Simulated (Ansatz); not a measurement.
Reaction (formal exchange of groups at a B–C bond): `B/C=C(/C)F` + `O[SiH2]OBF` → `B[SiH2]OBF` + `C/C(F)=C\O`

Isolated molecules relaxed with PBE0-D4/def2-TZVP in Ansatz; ΔE leaves out vibrations. CBS: MP2 limit from def2 TZ/QZ plus the TZ coupled-cluster correction, frozen cores. Double bonds are as drawn, so ΔE can hold a change between cis and trans. Functionals use def2-TZVPP. B3LYP here is the variant with VWN-RPA as its local correlation; programs differ in this. Each species was taken in one conformer, which may not be the lowest.

| level | ΔE (kJ/mol) | difference from CCSD(T)/CBS |
| --- | --- | --- |
| PBE-D4 | 240.0 | -21.5 |
| r2SCAN-D4 | 261.0 | -0.5 |
| PBE0-D4 | 247.6 | -13.9 |
| B3LYP-D4 | 257.4 | -4.1 |
| ωB97X-V | 251.5 | -10.0 |
| ωB97M-V | 262.4 | 0.9 |
| B2PLYP | 265.4 | 3.9 |
| PBE | 239.4 | -22.1 |
| r2SCAN | 260.9 | -0.6 |
| PBE0 | 247.2 | -14.3 |
| B3LYP | 256.5 | -5.0 |
| HF/def2-TZVPP | 271.2 | 9.7 |
| MP2/def2-TZVPP | 277.1 | 15.6 |
| SCS-MP2/def2-TZVPP | 270.2 | 8.7 |
| CCSD/def2-TZVPP | 259.6 | -1.9 |
| CCSD(T)/def2-TZVPP | 259.3 | -2.2 |
| HF/def2-QZVPP | 272.7 | 11.2 |
| MP2/def2-QZVPP | 278.8 | 17.3 |
| SCS-MP2/def2-QZVPP | 272.0 | 10.5 |
| HF/CBS(def2) | 272.9 | 11.4 |
| MP2/CBS(def2) | 279.3 | 17.8 |
| CCSD/CBS(def2) | 261.8 | 0.3 |
| CCSD(T)/CBS | 261.5 | 0 |

Largest T1 diagnostic among the species: 0.013.

From PBE to PBE0 (25 % exact exchange), in def2-TZVPP and without D4, ΔE moves by +7.8 kJ/mol.
